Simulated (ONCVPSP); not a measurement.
**Logarithmic derivatives: Li, ONCV**

lithium (Li), optimised norm-conserving Vanderbilt (ONCV), made with ONCVPSP 4.0.1 (PBEsol, non-relativistic). Core none, reference 1s2 (charge +1). Waves: 1s: rc 0.45 bohr, ncon 4, nbas 8, qcut 13.2 1/bohr, 2 projectors, debl 2 Ha; p scattering state at 0.36 Ha: rc 0.45 bohr, ncon 4, nbas 6, qcut 20.2 1/bohr, 3 projectors, debl 1.8 Ha; d scattering state at 0.03 Ha: rc 0.40 bohr, ncon 3, nbas 6, qcut 28.5 1/bohr, 2 projectors, debl 3.5 Ha. Local part: polynomial inside 0.35 bohr (lpopt 3, dvloc0 1 Ha). Core correction: none.

In the s channel the program set the typed energies aside and used -2.199, 0.250 Ha.

The phase is arctan(r·R′/R) of the radial function R(r), unwrapped; energies in Ha, scanned from -4 to 5 Ha. A pole is an energy at which the radial function vanishes at the test radius. The pseudo phase is shifted by a multiple of π to meet the all-electron one at the reference energy, and phase errors are pseudo minus all-electron; the curves can meet again beyond the range given. Levels narrower than the energy grid can be missing from the lists of poles.

| channel | radius (bohr) | reference energy (Ha) | poles, all-electron | poles, pseudo | unbroken range about the reference energy with phases within 0.05 rad | phase error 1 Ha above the reference energy (rad) |
| --- | --- | --- | --- | --- | --- | --- |
| s | 0.46 | -2.20 | none | none | the whole range | +0.000 |
| p | 0.46 | 0.36 | none | none | the whole range | +0.000 |
| d | 0.41 | 0.03 | none | none | the whole range | -0.000 |

Note: no bound ghost flagged; GHOST(+) flagged for p at 6.3 eV.

Phases in the s channel:

```tsv
E (Ha)	all-electron	pseudo
-3.98	-0.646	-0.646
-3.74	-0.682	-0.682
-3.50	-0.718	-0.718
-3.26	-0.752	-0.752
-3.02	-0.785	-0.785
-2.78	-0.817	-0.817
-2.54	-0.848	-0.848
-2.30	-0.878	-0.878
-2.06	-0.907	-0.907
-1.82	-0.934	-0.934
-1.58	-0.961	-0.961
-1.34	-0.987	-0.987
-1.10	-1.011	-1.011
-0.86	-1.035	-1.035
-0.62	-1.058	-1.058
-0.38	-1.080	-1.080
-0.14	-1.101	-1.101
0.10	-1.121	-1.121
0.34	-1.141	-1.141
0.58	-1.160	-1.160
0.82	-1.178	-1.178
1.06	-1.195	-1.195
1.30	-1.212	-1.212
1.54	-1.229	-1.229
1.78	-1.244	-1.244
2.02	-1.260	-1.260
2.26	-1.274	-1.274
2.50	-1.289	-1.289
2.74	-1.302	-1.302
2.98	-1.316	-1.316
3.22	-1.329	-1.329
3.46	-1.341	-1.341
3.70	-1.354	-1.354
3.94	-1.366	-1.366
4.18	-1.377	-1.377
4.42	-1.389	-1.389
4.66	-1.399	-1.399
4.90	-1.410	-1.410
```
